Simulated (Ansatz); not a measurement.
CH7AlN2 (`NC[NH][AlH2]`), relaxed with RKS PBE0-D4/def2-TZVP in Ansatz from a PBE-D4/def2-SVP geometry. The force threshold is 0.005 eV/Å; the program also tests the step.

Charge 0, multiplicity 1.

Start:

```xyz
11

N    -0.883    1.295    1.025
C    -0.734   -0.058    0.501
N    -0.030   -0.047   -0.765
Al    1.459   -0.926   -1.237
H    -1.526    1.300    1.827
H     0.023    1.642    1.367
H    -1.767   -0.470    0.387
H    -0.192   -0.775    1.172
H    -0.476    0.614   -1.414
H     2.139   -1.865   -0.136
H     1.988   -0.710   -2.728
```

(1) By how much does the energy fall, and how many steps does the optimiser take? (Estimate.)

(2) Which bonds change most? (An estimate is asked.)

(3) Give the relaxed structure. (Estimate.)

Answers

(1) Computed: 0.04 eV, in 5 steps.

(2) Ansatz gave: N3–Al4 from 1.793 to 1.770 Å; C2–H8 from 1.121 to 1.101 Å; C2–H7 from 1.118 to 1.098 Å; N3–H9 from 1.028 to 1.012 Å.

(3) Computed: 
```xyz
11

N    -0.870    1.272    1.031
C    -0.740   -0.069    0.490
N    -0.039   -0.042   -0.765
Al    1.438   -0.906   -1.219
H    -1.472    1.277    1.846
H     0.036    1.629    1.309
H    -1.760   -0.460    0.370
H    -0.209   -0.770    1.151
H    -0.487    0.597   -1.408
H     2.110   -1.826   -0.118
H     1.991   -0.701   -2.687
```
